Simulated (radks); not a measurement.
The numbers below are computed, except where a source is named.
Task: Er LX, 9 electrons, occupied as [He] 2s2 2p4 5p1 (not the ground configuration). Level of theory: Dirac Kohn-Sham, PBE, spin-unpolarised, spherical densities, point nucleus; open shells are shared between the two j in proportion to 2j + 1 (a radial shooting solver on a logarithmic mesh with Libxc functionals). Some entries of the table are withheld. Estimate them.

orbital,occ.,eigenvalue (eV),r(max) (bohr),<1/r> (bohr^-1)
1s1/2,2,-62919.43,0.01284,77.70
2s1/2,2,-14651.90,0.07224,19.23
2p1/2,1.33333,(1),(2),(3)
2p3/2,2.66667,(4),(5),(6)
5p1/2,0.333333,-2075.247,(7),(8)
5p3/2,0.666667,-2019.142,(9),(10)

Result: 
(1) 2p1/2 eigenvalue (eV): -14329.34
(2) 2p1/2 r(max) (bohr): 0.05401
(3) 2p1/2 <1/r> (bohr^-1): 19.14
(4) 2p3/2 eigenvalue (eV): -13347.46
(5) 2p3/2 r(max) (bohr): 0.05997
(6) 2p3/2 <1/r> (bohr^-1): 16.63
(7) 5p1/2 r(max) (bohr): 0.6035
(8) 5p1/2 <1/r> (bohr^-1): 2.667
(9) 5p3/2 r(max) (bohr): 0.6214
(10) 5p3/2 <1/r> (bohr^-1): 2.528
